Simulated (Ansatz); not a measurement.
```xyz
9

C    -1.501    0.185    1.258
C    -0.310    0.233    0.686
S     1.318    0.863    1.142
B     0.748    0.037   -0.345
N     1.152   -0.423   -1.581
H    -1.692    0.586    2.247
H    -2.331   -0.271    0.731
H     2.094   -0.332   -1.918
H     0.522   -0.877   -2.219
```

Charge 0, multiplicity 1.

List the r2SCAN/def2-TZVPP orbital energies in eV (Ansatz). (Estimate.)

Computed: Occupied: -2408.98, -385.79, -273.75, -272.90, -213.39, -181.05, -157.45, -157.36, -157.31, -23.27, -21.28, -18.46, -13.98, -13.39, -13.13, -11.58, -10.95, -9.13, -7.99, -7.40, -6.92, -5.56. Lowest empty: -1.53, -0.01, 0.65, 1.75, 2.10, 2.18, 2.51, 3.13.
